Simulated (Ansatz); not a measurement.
Geometry optimisation, Ansatz, RKS BLYP-D4/def2-SVP.

Input:

```yaml
crystal:
  periodic: [false, false, false]
  atoms:
    - { symbol: "N", position_ang: [-1.6016, -1.1272, 0.8548] }
    - { symbol: Si, position_ang: [-0.5344, 0.2089, 0.3197] }
    - { symbol: S, position_ang: [-1.4746, 2.1486, 0.1336] }
    - { symbol: "N", position_ang: [0.4749, -0.2309, -1.1227] }
    - { symbol: C, position_ang: [1.729, -0.2508, -0.4909] }
    - { symbol: Se, position_ang: [1.395, 0.2282, 1.427] }
    - { symbol: H, position_ang: [-2.4149, -1.0852, 0.1658] }
    - { symbol: H, position_ang: [-2.0067, -0.7667, 1.7558] }
    - { symbol: H, position_ang: [-0.2313, 2.7496, -0.2371] }
    - { symbol: H, position_ang: [0.1448, -1.2287, -1.319] }
    - { symbol: H, position_ang: [2.2057, -1.2397, -0.5308] }
    - { symbol: H, position_ang: [2.3912, 0.5387, -0.9223] }
basis:
  gaussian: { orbitals: def2-SVP }
hamiltonian:
  xc: blyp
  dispersion: d4
relax:
  f_tol: 0.015
  max_steps: 40
```

Command:

```bash
$ ansatz run input.yaml --threads 2 --pin off --max-ram 3072MiB --backend cpu --events-out ev --progress --plain --runs-dir out
```

Question: Where does it end, and by what steps?

Answer: The run converged. After 19 steps the energy has fallen by 0.815 eV; H10 moved furthest, 1.00 Å.

```tsv
step	energy less start (eV)	largest force component (eV/Å)	accepted
0	0.0000	3.410	yes
1	-0.3901	1.071	yes
2	-0.4850	0.837	yes
3	-0.5540	0.434	yes
4	-0.6179	0.498	yes
5	-0.6576	0.777	yes
6	-0.7192	0.410	yes
7	-0.7717	0.268	yes
8	-0.7980	0.375	yes
9	-0.8031	0.133	yes
10	-0.8061	0.261	yes
11	-0.8008	0.483	no
12	-0.8105	0.241	yes
13	-0.8119	0.151	yes
14	-0.8137	0.080	yes
15	-0.8139	0.074	yes
16	-0.8140	0.069	yes
17	-0.8145	0.128	yes
18	-0.8149	0.015	yes
19	-0.8149	0.012	yes
```

```xyz
12
Properties=species:S:1:pos:R:3
N -1.810 -0.753 0.991
Si -0.542 0.229 0.370
S -1.577 2.100 -0.024
N 0.501 -0.300 -0.925
C 1.850 -0.375 -0.370
Se 1.454 0.126 1.562
H -2.802 -0.536 0.896
H -1.625 -1.623 1.493
H -0.597 2.563 -0.851
H 0.353 -0.457 -1.924
H 2.302 -1.390 -0.392
H 2.569 0.361 -0.790
```

Run time: 63 s on 2 threads of AMD EPYC 7B13 (Zen 3), with other jobs on the host, peak memory 0.23 GiB.
